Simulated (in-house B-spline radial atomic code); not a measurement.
A fraction x of an electron is moved 5p → 4f in Tm VI (Tm5+), starting from [Kr] 4d10 4f11 5s2 5p5 and keeping the highest spin. Computed with a B-spline radial code for spherical atoms: scalar-relativistic (X2C) SCAN, spin-polarised, spherical fractional occupations, Fermi nucleus of rms radius 5.2256 fm.

```json
{"x": "0", "E(x) - E(0) (eV)": "0.0000", "5p down level (eV)": "-87.417", "4f down level (eV)": "-72.199"}
{"x": "0.125", "E(x) - E(0) (eV)": "1.9295", "5p down level (eV)": "-87.209", "4f down level (eV)": "-71.547"}
{"x": "0.25", "E(x) - E(0) (eV)": "3.9161", "5p down level (eV)": "-87.022", "4f down level (eV)": "-70.896"}
{"x": "0.375", "E(x) - E(0) (eV)": "5.9618", "5p down level (eV)": "-86.859", "4f down level (eV)": "-70.248"}
{"x": "0.5", "E(x) - E(0) (eV)": "?", "5p down level (eV)": "?", "4f down level (eV)": "?"}
{"x": "0.625", "E(x) - E(0) (eV)": "10.2497", "5p down level (eV)": "-86.649", "4f down level (eV)": "-68.949"}
{"x": "0.75", "E(x) - E(0) (eV)": "?", "5p down level (eV)": "?", "4f down level (eV)": "?"}
{"x": "0.875", "E(x) - E(0) (eV)": "14.7897", "5p down level (eV)": "-86.265", "4f down level (eV)": "-67.716"}
{"x": "1", "E(x) - E(0) (eV)": "17.1264", "5p down level (eV)": "-85.953", "4f down level (eV)": "-67.131"}
```

What belongs in the row x = 0.5?

An energy change of 8.0712 eV; 5p down at -86.745 eV, 4f down at -69.596 eV.

What belongs in the row x = 0.75?

An energy change of 12.4931 eV; 5p down at -86.499 eV, 4f down at -68.321 eV.

Check Janak's theorem between x = 0.125 and 0.25.

The slope of the energy is 15.89 eV; the orbital levels give 15.89 eV (ε of the receiving orbital less ε of the emptying one, averaged over the two points).
